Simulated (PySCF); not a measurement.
Species: `C=C(C)CN(C)[SiH3]`. The columns A, B, C and D hold Mulliken, IAO, Hirshfeld and ESP-fitted charges (e) of one PBE0/pcSseg-1 density (PySCF), in a shuffled order. Coordinates in Å (PBE0-D3(BJ)/def2-SVP); the density's dipole moment is (0.29, 0.41, -0.16) D.

| atom | x | y | z | A | B | C | D |
| --- | --- | --- | --- | --- | --- | --- | --- |
| C1 | 2.107 | 1.057 | 0.479 | -0.633 | -0.114 | -0.335 | -0.072 |
| C2 | 1.239 | 0.098 | 0.141 | +0.388 | +0.013 | +0.023 | -0.466 |
| C3 | 1.472 | -0.862 | -0.984 | -0.508 | -0.118 | -0.416 | -0.151 |
| C4 | -0.056 | -0.087 | 0.901 | -0.426 | -0.022 | -0.144 | +0.099 |
| N5 | -1.222 | -0.060 | 0.042 | -0.016 | -0.167 | -0.505 | -0.801 |
| C6 | -1.480 | 1.218 | -0.579 | -0.378 | -0.069 | -0.294 | -0.059 |
| Si7 | -2.466 | -1.264 | 0.161 | +0.383 | +0.338 | +0.717 | +0.617 |
| H8 | 3.058 | 1.181 | -0.046 | +0.213 | +0.042 | +0.141 | +0.107 |
| H9 | 1.895 | 1.748 | 1.300 | +0.205 | +0.040 | +0.139 | +0.106 |
| H10 | 0.650 | -0.802 | -1.715 | +0.122 | +0.040 | +0.151 | +0.137 |
| H11 | 1.479 | -1.901 | -0.613 | +0.137 | +0.043 | +0.144 | +0.122 |
| H12 | 2.423 | -0.669 | -1.499 | +0.151 | +0.044 | +0.142 | +0.115 |
| H13 | -0.121 | 0.680 | 1.699 | +0.142 | +0.033 | +0.116 | +0.102 |
| H14 | -0.020 | -1.067 | 1.410 | +0.156 | +0.043 | +0.139 | +0.128 |
| H15 | -2.324 | 1.142 | -1.280 | +0.126 | +0.045 | +0.141 | +0.118 |
| H16 | -1.723 | 2.010 | 0.158 | +0.121 | +0.031 | +0.117 | +0.101 |
| H17 | -0.601 | 1.565 | -1.151 | +0.135 | +0.033 | +0.137 | +0.123 |
| H18 | -1.806 | -2.572 | 0.456 | -0.096 | -0.079 | -0.127 | -0.108 |
| H19 | -3.495 | -1.028 | 1.233 | -0.121 | -0.095 | -0.158 | -0.111 |
| H20 | -3.195 | -1.316 | -1.142 | -0.101 | -0.080 | -0.128 | -0.106 |

Task: Which column most likely holds the ESP-fitted charges?

Result: A. Σ q r misses the density's dipole by 0.03 D (A), 0.32 D (D), 0.43 D (B), 1.12 D (C). Charges fitted to the outside potential are the only set here that is tied to the molecule's multipoles.

Task: And the Hirshfeld charges?

Result: B. The mean sizes are 0.074 e (B), 0.187 e (D), 0.211 e (C), 0.228 e (A), and Hirshfeld charges are commonly the smallest of these schemes.

As computed, A = ESP-fitted, B = Hirshfeld, C = IAO, D = Mulliken. Hydrogens on carbon: ESP-fitted +0.12 to +0.21, Hirshfeld +0.03 to +0.04, IAO +0.12 to +0.15, Mulliken +0.10 to +0.14 e.

The IAO scheme projects the occupied orbitals on a minimal set of polarised atomic orbitals and counts the electrons in each atom's part of it. The ESP scheme is a least-squares fit of atom-centred charges to the potential on four shells outside the van der Waals surface, with the total charge fixed.

Isolated species at its PBE0-D3(BJ)/def2-SVP geometry (one conformer only).

Shape of the structure used: `[CH2:1]=[C:2]([CH3:3])[CH2:4][N:5]([CH3:6])[SiH3:7]`: C1–C2–C4–N5 125°, C2–C4–N5–C6 -67°.
